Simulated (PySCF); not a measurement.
Gas-phase equilibrium of 1 mol NO, 5.8 mol O2 at 2000 K and 0.100 bar, among 8 species (O2, N2, O, NO, O3, N, N2O, NO2). Only gases are allowed; each row takes one source of thermochemistry for all species, and Cantera finds the minimum.

Method: PySCF energies plus ideal-gas RRHO corrections (1 bar). 'Table' is the NASA 1993 thermochemical table (part measured, part estimated). † marks an energy on the PBE0/def2-TZVP geometry and frequencies; other levels use their own. 6-31G* has spherical d functions here. Open shells (unrestricted) among the columns below: O2 (multiplicity 3), O (multiplicity 3, electronic degeneracy 9), NO (multiplicity 2, electronic degeneracy 4), N (multiplicity 4), NO2 (multiplicity 2); the rest are closed-shell singlets. Spin-orbit splitting is ignored; it lowers the true energy and changes the entropy of O, NO. B3LYP is the form with VWN-RPA correlation. The harmonic model lacks anharmonicity and excited electronic states, which grow with temperature; levels with a mode under 35 cm⁻¹ are left out.

Molecules larger than those listed are left out. Table species left out: NO3.

Mole fractions:

```
thermochemistry         x O    x O2   x N2    x NO      x N   x NO2   x N2O
------------------  -------  ------  -----  ------  -------  ------  ------
table                0.0020    0.92  0.071  0.0048  7.6e-10  5.5e-6  2.6e-8
B3LYP/6-31G*         0.0014    0.92  0.070  0.0061   1.6e-9  8.6e-6  5.9e-8
HF/def2-TZVP†          0.96  6.0e-5  0.038  3.7e-5  0.00086  <1e-12  <1e-12
M06-2X/def2-TZVP†    0.0018    0.92  0.071  0.0040  9.7e-10  2.0e-6  1.6e-8
PBE0/def2-SVP†      0.00098    0.92  0.070  0.0068   1.4e-9  2.5e-5  1.9e-7
PBE0/def2-TZVP       0.0014    0.92  0.071  0.0053   1.2e-9  1.4e-5  1.0e-7
ωB97M-V/def2-TZVP†   0.0016    0.92  0.071  0.0048  6.4e-10  3.5e-6  1.3e-8
```
The most sensitive of these is NO2: it spans a factor of 10^7.4 over these rows; at this temperature one factor of ten is RT ln 10 = 38 kJ/mol.
